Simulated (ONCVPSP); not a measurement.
**scandium (Sc): ONCV pseudisation with PW91, scalar-relativistic reference atom.**

ONCVPSP 4.0.1 input, shortened (lines: element, Z, core and valence counts, functional; n l f; lmax; l rc ep ncon nbas qcut; lloc lpopt rc5 dvloc0; l nproj debl; icmod fcfact rcfact), PW91, scalar-relativistic:

```
  Sc 21.00    3    4  -109134      upf
    1    0    2.00
    2    0    2.00
    2    1    6.00
    3    0    2.00
    3    1    6.00
    3    2    1.00
    4    0    2.00
    3
    0    2.00    0.00    4    7    4.60
    1    1.25    0.00    4    7    6.60
    2    2.30    0.00    4    8    7.50
    3    1.80    0.03    4    7    6.60
    4    5    0.85    0.00
    0    2    1.60
    1    1    3.80
    2    2    1.30
    3    2    2.50
    0    0.00    0.00
```

All-electron outer shells of the reference configuration (PW91, scalar-relativistic, ld1.x):

| shell | level (eV) | outermost node (bohr) | outermost maximum (bohr) |
| --- | --- | --- | --- |
| 2p | -388.54 | – | 0.23 |
| 3s | -55.05 | 0.42 | 0.92 |
| 3p | -33.67 | 0.39 | 0.97 |
| 4s | -4.22 | 1.33 | 3.10 |
| 3d | -3.29 | – | 1.10 |

Problem. Estimate the cutoffs (Ha) at which the residual kinetic energy of the hardest occupied pseudo-wave falls to 1 and 0.1 mHa per electron.

Solution. 19 Ha and 50 Ha. The cutoffs count occupied waves only; projector 2 of the f channel, the hardest unoccupied one, needs 72 Ha at the loose tolerance.

Problem. What does a ghost test show?

Solution. Ghosts flagged at negative energy: f at -3264.7 eV; GHOST(+) flagged for s at 103.3 eV. A true bound ghost makes a file unfit for plane-wave use.

Its largest configuration-test error is +123 meV (3s2 3p6 3d0 4s2). 1 of 4 tests not solved or not reliable.
